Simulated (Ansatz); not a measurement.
The C4–H7 bond of C2H6Zn (SMILES C[CH2][ZnH]) is stretched (multiplicity 1, the rest rigid).
Geometry at rest (charge 0, multiplicity 1):
```xyz
9

Zn    -0.104     0.148     0.834
H     -0.345     0.864     2.185
C      0.202    -0.760    -0.885
C      0.184     0.151    -2.121
H     -0.555    -1.544    -0.987
H      1.162    -1.283    -0.819
H      0.954     0.925    -2.068
H     -0.775     0.662    -2.237
H      0.360    -0.413    -3.043
```

Frozen-core correlation.

Codes used: Ansatz (a quantum-chemistry and plane-wave program). 

Energies above the point at 1.092 Å (the B3LYP-D3(BJ) bond length), FIC-MRCISD+Q on CASSCF(2,2)/def2-SVP (kcal/mol): 7.05 at 0.983 Å; 2.97 at 1.202 Å; 108.96 at 3.496 Å.

Q: Take the last value as the depth D of a Morse curve D(1 − e^(−a(R − R₀)))², fit a and R₀ to the two near points, and test it at 1.475 and 1.912 Å.

A: 
With D = 109.0, both near points (counted from the curve's value at 1.092 Å) are met by a = 1.88 Å⁻¹ and R₀ = 1.104 Å, so k = 2Da² = 767 kcal/(mol Å²). The curve then gives 27.3 and 66.3 kcal/mol; the level itself gives 27.1 and 68.1, so Morse is off by 0.1 and -1.8.
